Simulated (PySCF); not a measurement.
RbI, SMILES [Rb][I]. Heavy atoms are numbered as in [Rb:1][I:2].

Geometry: B3LYP-D3(BJ)/def2-TZVPD. The def2 effective core potentials stand for the cores of I, Rb; spin–orbit coupling is left out.

These are M06-2X/def2-TZVPD in PySCF values and carry that method's errors.

Mulliken values depend strongly on the basis, most of all with diffuse functions as here. ESP charges are fitted to the potential on shells at 1.4 to 2.0 van der Waals radii. Atomic charges (e), one atom of each kind:

```tsv
atom	ESP fit	Mulliken
Rb1	…	0.89
I2	…	-0.89
```

Problem. Fill in the missing entries. (An estimate is asked for; the answer gives what the named calculation found.)

Solution. 
- Rb1, ESP fit: 0.74
- I2, ESP fit: -0.74
